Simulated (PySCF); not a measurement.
# Checking a proposed structure

A compound C$_{8}$H$_{9}$FSi gives the data below (simulated from a calculation) and was assigned the structure `C#C[Si@](F)(C#CC)C(=C)C`.

¹³C{¹H} NMR (computed): δ 181.3 (C), 153.8 (CH), 132.9 (CH), 113.3 (C), 100.6 (C), 80.9 (C), 17.4 (CH2), 17.1 (CH3).

¹H NMR (600 MHz, computed): δ 7.10 (m, 1H), 6.07 (m, 1H), 4.65 (m, 2H), 2.65 (q, 2H), 1.25 (t, 3H).

PySCF 2.14.0 with density-fitted response routines calculation with coordinates at the GFN2-xTB level and shieldings: GIAO PBE0/pcSseg-1; one computed conformer, no relativistic terms, in vacuum, averaged over atoms made equivalent by symmetry, fast rotation or ring inversion.

Shifts are taken against calculated references (same method and geometry level): ¹H (31.72 ppm) and ¹³C (186.93 ppm) vs TMS.

Q: Compare with the shifts computed for the proposed structure, pairing carbons in order of shift.

A: Atoms are numbered as in `[CH:1]#[C:2][Si@:3]([F:4])([C:5]#[C:6][CH3:7])[C:8](=[CH2:9])[CH3:10]` (H(Xn): hydrogen on atom n).

```json
{"atom": "C8", "computed for proposal": "148.3", "given list": "181.3", "difference": "-33.0"}
{"atom": "C9", "computed for proposal": "136.2", "given list": "153.8", "difference": "-17.6"}
{"atom": "C6", "computed for proposal": "112.4", "given list": "132.9", "difference": "-20.5"}
{"atom": "C1", "computed for proposal": "101.0", "given list": "113.3", "difference": "-12.3"}
{"atom": "C2", "computed for proposal": "88.2", "given list": "100.6", "difference": "-12.4"}
{"atom": "C5", "computed for proposal": "83.6", "given list": "80.9", "difference": "+2.7"}
{"atom": "C10", "computed for proposal": "24.1", "given list": "17.4", "difference": "+6.7"}
{"atom": "C7", "computed for proposal": "5.7", "given list": "17.1", "difference": "-11.4"}
```

The rms difference is 17.0 ppm and the largest -33.0 ppm at C8 (fully substituted alkene carbon). The carbon types in order of shift don't match either: C, CH2, C, CH, C, C, CH3, CH3 for the proposal against C, CH, CH, C, C, C, CH2, CH3 in the data. The proposal doesn't fit.

Q: Which isomer fits?

A: SMILES C(#CCC)C1=C(F)C=C[SiH2]1.

1. Carbon types of the structure: 4 × C, 2 × CH, 1 × CH2, 1 × CH3, leaving 2 H on heteroatoms.
2. δC 181.3, 100.6: fully substituted alkene carbon.
3. δC 153.8, 132.9: alkene CH; as expected for a trigonal carbon in a double bond.
4. δC 113.3, 80.9: alkyne carbon.
5. δH 7.10, 6.07: hydrogen on an alkene CH; olefinic region.

This is the structure that produced the data.

Splittings by ¹⁹F in the carbon and heteronuclear signals aren't shown, as no couplings were computed. Shifts are as computed. Against solution values, carbons near 30 ppm lie about +3 ppm off and those near 130 ppm about +5 ppm. Of 1309 compounds with measured shifts, 239 miss one by over three times the rms of a fit or turn the order of signals round; such compounds aren't used in these exercises. No couplings were computed; multiplicities are counted from neighbouring protons, with m where these are inequivalent, close in shift, in a saturated or five-membered ring or joined by F or P, and br s for small geminal =CH2 splittings.
